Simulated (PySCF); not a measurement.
Job file and geometry (Å, from GFN2-xTB) of an NMR shielding run on SMILES C[C@@H](C[SiH3])N[SiH2]S, C₃H₁₃NSSi₂, GIAO PBE0/pcSseg-1 NMR shielding, non-relativistic, gas phase (PySCF 2.14.0, density-fitted response routines); density fitting, a coarse starting grid and PySCF grid level 2 are the driver's defaults:

```
$ OMP_NUM_THREADS=1 python probes_run.py task.json out

{"job": {"kind": "nmr", "xc": "PBE0", "basis": "pcSseg-1"}, "charge": 0, "multiplicity": 1}
C     -0.748673    -1.547183     0.076942
C     -0.189867    -0.142163    -0.131925
C     -0.918603     0.891679     0.723967
Si    -2.738204     1.181211     0.249886
N      1.229560    -0.096918     0.161382
Si     2.435833    -0.416454    -1.001801
S      4.319033    -0.144198    -0.000228
H     -1.792829    -1.591282    -0.219933
H     -0.183529    -2.262318    -0.516826
H     -0.672057    -1.830866     1.125277
H     -0.290249     0.124095    -1.189266
H     -0.377304     1.836320     0.637187
H     -0.847065     0.590561     1.771970
H     -2.845532     1.306407    -1.204956
H     -3.577349     0.069314     0.704192
H     -3.191066     2.415114     0.893582
H      1.416280    -0.295127     1.135148
H      2.550566    -1.765694    -1.550860
H      2.312197     0.586122    -2.055222
H      4.103711     1.102059     0.388450
```

Problem. Write the output of this run.

Solution. 
```
coarse grid: 17256 points
cycle   1  E = -1153.3503029713  dE =  4.404e-01  |g| = 4.924e-01  |ddm| = 3.895e+00
cycle   2  E = -1153.3269335672  dE =  2.337e-02  |g| = 5.962e-01  |ddm| = 1.092e+00
cycle   3  E = -1153.4097525664  dE = -8.282e-02  |g| = 7.815e-02  |ddm| = 6.721e-01
cycle   4  E = -1153.4110245839  dE = -1.272e-03  |g| = 3.109e-02  |ddm| = 1.166e-01
cycle   5  E = -1153.4112374497  dE = -2.129e-04  |g| = 5.719e-03  |ddm| = 3.319e-02
cycle   6  E = -1153.4112443724  dE = -6.923e-06  |g| = 2.246e-03  |ddm| = 8.112e-03
final grid: 150056 points
cycle   7  E = -1153.4519966237  dE = -4.082e-05  |g| = 9.727e-03  |ddm| = 3.552e-02
cycle   8  E = -1153.4519806489  dE =  1.597e-05  |g| = 1.244e-02  |ddm| = 2.288e-02
cycle   9  E = -1153.4520205060  dE = -3.986e-05  |g| = 9.856e-04  |ddm| = 1.346e-02
cycle  10  E = -1153.4520207025  dE = -1.965e-07  |g| = 2.915e-04  |ddm| = 1.240e-03
cycle  11  E = -1153.4520207197  dE = -1.721e-08  |g| = 7.694e-05  |ddm| = 2.997e-04
cycle  12  E = -1153.4520207209  dE = -1.179e-09  |g| = 2.460e-05  |ddm| = 8.724e-05
cycle  13  E = -1153.4520207210  dE = -1.446e-10  |g| = 3.194e-06  |ddm| = 2.493e-05
converged SCF energy = -1153.4520207210

GIAO shielding tensors (ppm)
atom      isotropic    diamagn.    paramagn.     s11        s22        s33       span
  0 C      158.677     249.838     -91.161    144.515    148.543    182.974     38.458
  1 C      136.508     244.235    -107.727    115.698    135.733    158.092     42.394
  2 C      162.384     251.741     -89.357    142.120    152.959    192.073     49.953
  3 Si     422.366     879.575    -457.209    394.314    406.024    466.759     72.445
  4 N      193.716     325.930    -132.214    151.817    171.716    257.614    105.797
  5 Si     383.809     880.297    -496.488    337.871    373.153    440.401    102.530
  6 S      739.385    1056.915    -317.530    638.621    706.367    873.166    234.545
  7 H       30.350      31.922      -1.572     24.956     29.557     36.538     11.582
  8 H       30.228      31.759      -1.531     25.844     29.022     35.819      9.975
  9 H       30.974      32.151      -1.177     28.629     28.842     35.452      6.824
 10 H       29.030      34.657      -5.626     25.007     30.066     32.018      7.011
 11 H       30.425      32.590      -2.165     25.165     30.398     35.711     10.546
 12 H       31.036      32.748      -1.712     27.564     30.723     34.823      7.259
 13 H       27.992      29.243      -1.252     24.467     26.621     32.886      8.419
 14 H       27.890      28.954      -1.064     24.221     26.681     32.768      8.547
 15 H       27.817      28.241      -0.424     24.254     25.371     33.827      9.574
 16 H       31.485      36.325      -4.841     23.798     32.940     37.717     13.919
 17 H       26.481      28.916      -2.434     21.994     25.381     32.069     10.075
 18 H       26.439      30.282      -3.844     22.273     25.583     31.460      9.187
 19 H       31.369      31.588      -0.219     23.442     28.331     42.333     18.891
```

Problem. Turn these shieldings into chemical shifts. References, each an isolated molecule treated in the same way: TMS for $^{13}$C (σ = 186.93 ppm) and $^{29}$Si (σ = 349.16 ppm) and $^{1}$H (σ = 31.72 ppm); $^{15}$N (σ = 267.73 ppm) vs NH3; CS2 for $^{33}$S (σ = 503.73 ppm).

Solution. Averaging equivalent atoms: C 1: 50.4; C 0: 28.2; C 2: 24.5; Si 5: -34.7; Si 3: -73.2; N 4: 74.0; S 6: -236; H 18: 5.28; H 17: 5.24; H 13/14/15: 3.82; H 10: 2.69; H 11: 1.29; H 7/8/9: 1.20; H 12: 0.68; H 19: 0.35; H 16: 0.23 ppm. Experimental scales use liquid or dissolved standards, which lie at an offset from isolated NH3 (liquid NH3: subtract about 20 ppm).

Size and cost of the density-fitted run: 205 basis functions, 91 s wall time on 1 thread of an Arm Neoverse N1, shared host; peak memory 0.91 GiB.
